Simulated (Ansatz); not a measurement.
Ansatz (a program for electronic structure) input (CCSD(T)/def2-TZVPPD):
A basis named .json is the Basis Set Exchange file of that set.

Ansatz 0.2 input:
```yaml
crystal:
  periodic: [false, false, false]
  atoms:
    - {symbol: Y, position_ang: [-0.00000000, -0.00000000, -0.38613944]}
    - {symbol: O, position_ang: [0.00000000, 0.00000000, 1.56699291]}
    - {symbol: H, position_ang: [0.00000000, 0.00000000, 2.52349477]}
basis:
  gaussian:
    orbitals: def2-TZVPPD.json
magnetization: {spin_polarized: true, initial_magnetization: 2}
correlation: {method: ccsd_t, electrons: outside_noble_gas}
```

Output:

```
Functional definition: HF
integrals: 0.25 GiB planned
718 factors; integrals over basis functions are off by at most 1.1e-3 eV
mean field: 0.25 GiB planned
mean field evaluation 1: about -3075.7265 eV, gradient 3.7e1 eV
mean field evaluation 2: about -3075.7330 eV, gradient 3.7e1 eV
mean field evaluation 4: about -3084.6781 eV, gradient 4.9e0 eV
mean field evaluation 8: about -3085.0463 eV, gradient 2.1e-1 eV
mean field evaluation 16: about -3083.4497 eV, gradient 1.2e1 eV
mean field evaluation 32: about -3079.9310 eV, gradient 2.5e0 eV
mean field evaluation 64: about -3084.6963 eV, gradient 7.0e-2 eV
mean field evaluation 96: about -3085.0468 eV, gradient 1.8e-1 eV
mean field evaluation 128: about -3085.0470 eV, gradient 5.5e-3 eV
mean field evaluation 160: about -3084.7245 eV, gradient 4.0e-1 eV
mean field evaluation 192: about -3085.0469 eV, gradient 2.2e-2 eV
mean field evaluation 224: about -3085.0639 eV, gradient 2.2e-1 eV
mean field evaluation 256: about -3083.7559 eV, gradient 4.0e0 eV
mean field evaluation 288: about -3085.1283 eV, gradient 1.9e-6 eV
mean field evaluation 320: about -3085.0470 eV, gradient 9.3e-4 eV
mean field evaluation 352: about -3082.2504 eV, gradient 2.2e-2 eV
mean field evaluation 384: about -3084.0556 eV, gradient 2.3e0 eV
mean field evaluation 416: about -3081.0943 eV, gradient 7.1e-2 eV
mean field evaluation 448: about -3083.0636 eV, gradient 1.1e0 eV
mean field evaluation 480: about -3081.3512 eV, gradient 9.9e0 eV
mean field evaluation 512: about -3082.5377 eV, gradient 1.4e-1 eV
mean field evaluation 544: about -3082.1237 eV, gradient 4.4e-2 eV
mean field evaluation 576: about -3079.6553 eV, gradient 3.3e-1 eV
mean field evaluation 608: about -3082.5513 eV, gradient 3.9e0 eV
mean field evaluation 640: about -3085.0898 eV, gradient 1.1e0 eV
mean field evaluation 672: about -3085.0193 eV, gradient 6.8e-1 eV
mean field evaluation 704: about -3083.2881 eV, gradient 1.3e0 eV
mean field evaluation 736: about -3083.2358 eV, gradient 5.0e-2 eV
mean field evaluation 768: about -3083.2168 eV, gradient 1.4e-2 eV
mean field evaluation 800: about -3080.0753 eV, gradient 3.6e-1 eV
mean field evaluation 832: about -3080.1190 eV, gradient 2.0e-2 eV
mean field evaluation 864: about -3082.5357 eV, gradient 2.1e-2 eV
mean field evaluation 896: about -3079.2521 eV, gradient 3.9e0 eV
mean field evaluation 928: about -3079.8782 eV, gradient 2.2e-2 eV
mean field evaluation 960: about -3079.3201 eV, gradient 3.6e0 eV
mean field evaluation 992: about -3079.6735 eV, gradient 1.3e-1 eV
mean field evaluation 1024: about -3079.8444 eV, gradient 8.1e-3 eV
mean field evaluation 1056: about -3084.9038 eV, gradient 2.6e0 eV
mean field evaluation 1088: about -3084.7402 eV, gradient 1.8e0 eV
mean field evaluation 1120: about -3081.1998 eV, gradient 6.4e0 eV
mean field evaluation 1152: about -3080.0601 eV, gradient 5.0e-1 eV
mean field evaluation 1184: about -3082.1551 eV, gradient 6.6e-1 eV
mean field evaluation 1216: about -3079.8765 eV, gradient 1.8e-1 eV
mean field evaluation 1248: about -3079.8420 eV, gradient 6.6e-2 eV
mean field evaluation 1280: about -3082.5544 eV, gradient 3.0e-3 eV
mean field evaluation 1312: about -3079.6616 eV, gradient 2.9e-1 eV
mean field evaluation 1344: about -3079.8206 eV, gradient 2.1e-1 eV
mean field -3085.12829220 eV, -113.3763735632 hartree, gradient 1.9e-6 eV, S^2 2.003738; 22 other end points of the search recorded, 0 dependent functions left out
determinant -3085.12829220 eV, -113.3763735632 hartree, with singles and doubles -3092.86769303 eV, -113.6607912977 hartree
determinant -3085.04704869 eV, -113.3733879193 hartree, with singles and doubles -3092.72414791 eV, -113.6555161119 hartree
determinant -3084.69632151 eV, -113.3604989332 hartree, with singles and doubles -3092.48191422 eV, -113.6466141882 hartree
determinant -3083.23595814 eV, -113.3068315693 hartree, with singles and doubles -3090.98442267 eV, -113.5915823885 hartree
determinant -3083.21677053 eV, -113.3061264376 hartree, with singles and doubles -3090.97736533 eV, -113.5913230361 hartree
determinant -3083.03955131 eV, -113.2996137515 hartree, with singles and doubles -3090.83997794 eV, -113.5862741428 hartree
determinant -3082.55442217 eV, -113.2817855844 hartree, with singles and doubles -3090.51894838 eV, -113.5744765239 hartree
determinant -3082.53566019 eV, -113.2810960943 hartree, with singles and doubles -3090.60806461 eV, -113.5777514852 hartree
determinant -3082.25034365 eV, -113.2706109047 hartree, with singles and doubles -3090.19758066 eV, -113.5626664782 hartree
determinant -3082.12423006 eV, -113.2659763159 hartree, with singles and doubles -3090.10974465 eV, -113.5594385643 hartree
determinant -3085.12829220 eV, -113.3763735632 hartree, with singles and doubles -3092.85233900 eV, -113.6602270475 hartree
determinant -3085.04704869 eV, -113.3733879193 hartree, with singles and doubles -3092.70892003 eV, -113.6549564977 hartree
determinant -3084.69632151 eV, -113.3604989332 hartree, with singles and doubles -3092.46373469 eV, -113.6459461027 hartree
5 core orbitals not correlated
reference -3085.12829220 eV, -113.3763735632 hartree; 6, 4 occupied and 102, 104 virtual orbitals, 718 factors
second order -7.66416555 eV of doubles, -0.00000000 eV of singles
coupled cluster: 0.62 GiB planned
cycle   1  -7.72404716 eV  change   -3.6e-7 eV  update   5.2e-6
perturbative correction -0.29927086 eV, -0.0109980012 hartree
Total energy: -3093.15161022 eV, -113.6712250620 hartree
```

This state (charge 0, triplet) is run at the relaxed geometry of the species with charge 0 and multiplicity 1, and is a spin state other than that species' own.
